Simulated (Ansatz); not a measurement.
`C[O][GeH]([CH3])[SiH3]` + H–F → `[CH3][GeH]([F])[SiH3]` + CH₃OH at 600 K and 1 bar (ligand exchange at a Ge–O bond).

Computed with Ansatz on PBE0-D4/def2-TZVP structures; ΔE is electronic, products minus reactants. CCSD(T)/CBS is the MP2 limit (def2-TZVPP, def2-QZVPP) plus CCSD(T) − MP2 in def2-TZVPP, frozen cores. This one scheme is used for every species. For Ge outer-core shells are correlated without core-valence functions, which leaves a few kJ/mol of doubt a bond. Scalar relativity is left out up to krypton. Each species was taken in one conformer, which may not be the lowest.

| species | CCSD(T)/CBS energy (Eh) | H − E (kJ/mol) | S (J/(mol·K)) |
| --- | --- | --- | --- |
| `C[O][GeH]([CH3])[SiH3]` | -2522.49862 | 376.5 | 542.7 |
| H–F | -100.39570 | 42.3 | 194.0 |
| `[CH3][GeH]([F])[SiH3]` | -2507.28788 | 255.3 | 467.4 |
| CH₃OH | -115.61712 | 163.6 | 277.3 |

H − E and S are ideal-gas, rigid-rotor, harmonic terms from PBE0-D4/def2-TZVP, for one conformer and one mirror image of each species. 1 Eh = 2625.50 kJ/mol, R = 8.31446 J/(mol·K).

Task: By hand: ΔE, ΔH, ΔS and ΔG.

Result: ΔE = (-2507.28788) + (-115.61712) − (-2522.49862) − (-100.39570) = -0.01068 Eh = -28.0 kJ/mol. Δ(H − E) = 255.3 + 163.6 − 376.5 − 42.3 = 0.1, so ΔH = -27.9 kJ/mol. ΔS = 467.4 + 277.3 − 542.7 − 194.0 = 8.0 J/(mol·K). ΔG = -27.9 − 600 × (8.0)/1000 = -32.7 kJ/mol.

Task: By hand: the equilibrium constant, and the temperature at which ΔG would vanish if ΔH and ΔS stayed fixed.

Result: log₁₀ K = −ΔG/(RT ln 10) = 2.8. ΔH and −TΔS have one sign here, so there is no such temperature.

The number of gas molecules stays the same, so ΔS is small and ΔH decides. A doubt of 5 kJ/mol in ΔE shifts log₁₀ K by 0.4 here. Other conformers and mirror images would add mixing entropy, several J/(mol·K) or more a flexible species. Modes under 60 cm⁻¹, often nearly free rotors, make the harmonic entropy too high. These are equilibria of isolated gas molecules and say nothing of rates. Largest T1 diagnostic: 0.012 (customary marks: 0.02 for closed shells, 0.045 for open ones).

ΔS is within the doubt of such terms, so its sign, and with it that verdict, could turn.
